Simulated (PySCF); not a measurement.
All values below come from PBE-D3(BJ)/def2-TZVP // PBE-D3(BJ)/def2-SVP run with PySCF 2.14.0. All species are isolated molecules in the gas phase. Delta-SCF ions had no search for a lower state. Excitations are Tamm–Dancoff values on a coarser integration grid. The basis has no diffuse functions, so Rydberg states are missing or too high.

Reference species (SMILES): `Fc1c([SiH3])ccc2ccsc12` (neutral, multiplicity 1).

```json
{
  "S1 excitation (TDA)": "4.13 eV",
  "HOMO–LUMO gap": "3.46 eV",
  "S1–T1 gap (TDA)": "1.02 eV",
  "vertical ionisation energy (Delta-SCF)": "7.94 eV"
}
```

Changed species: `Fc1cc([SiH3])c2sccc2c1`.

Q: Give the shifts of the S1 excitation (TDA), HOMO–LUMO gap, S1–T1 gap (TDA) and vertical ionisation energy (Delta-SCF).

A: the S1 excitation (TDA) drops by 0.07 eV, to 4.06 eV; the HOMO–LUMO gap rises by 0.03 eV, to 3.49 eV; the S1–T1 gap (TDA) falls by 0.10 eV, to 0.92 eV; the vertical ionisation energy (Delta-SCF) goes up by 0.09 eV, to 8.03 eV.
